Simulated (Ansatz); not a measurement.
Start from `O=C=N[SiH2]N=C=O` and change one atom or group to get `O=C=N[SiH](N=C=O)N=C=O`.

Ansatz, PBE0-D4/def2-TZVP geometries, multiplicity 1. Each molecule was computed in one conformer, which needn't be the lowest.

```json
{"property": "HOMO energy (ωB97M-V/def2-TZVPP) / eV", "`O=C=N[SiH2]N=C=O`": "-10.96"}
{"property": "HOMO–LUMO gap (ωB97M-V/def2-TZVPP) / eV", "`O=C=N[SiH2]N=C=O`": "12.66"}
{"property": "LUMO energy (PBE0/def2-TZVPP) / eV", "`O=C=N[SiH2]N=C=O`": "-0.20"}
{"property": "size of the dipole moment (PBE/def2-TZVPP) / D", "`O=C=N[SiH2]N=C=O`": "2.02"}
{"property": "HOMO energy (B3LYP/def2-TZVPP) / eV", "`O=C=N[SiH2]N=C=O`": "-8.56"}
{"property": "HOMO energy (PBE/def2-TZVPP) / eV", "`O=C=N[SiH2]N=C=O`": "-7.41"}
```

Q: Give the same properties after the change, and the shifts. (Best estimate.)

A: Computed: 
| property | `O=C=N[SiH](N=C=O)N=C=O` | shift |
| --- | --- | --- |
| HOMO energy (ωB97M-V/def2-TZVPP) / eV | -11.17 | -0.21 |
| HOMO–LUMO gap (ωB97M-V/def2-TZVPP) / eV | 12.85 | 0.19 |
| LUMO energy (PBE0/def2-TZVPP) / eV | -0.29 | -0.09 |
| size of the dipole moment (PBE/def2-TZVPP) / D | 1.43 | -0.59 |
| HOMO energy (B3LYP/def2-TZVPP) / eV | -8.72 | -0.16 |
| HOMO energy (PBE/def2-TZVPP) / eV | -7.57 | -0.16 |

With PBE0 the HOMO falls by 0.21 eV and the LUMO falls by 0.09 eV, so the gap widens by about 0.12 eV. PBE moves the HOMO by -0.16 eV and ωB97M-V by -0.21 eV. Dipoles are sizes alone; their direction can turn.

B3LYP here is the variant with VWN-RPA as its local correlation; programs differ in this.
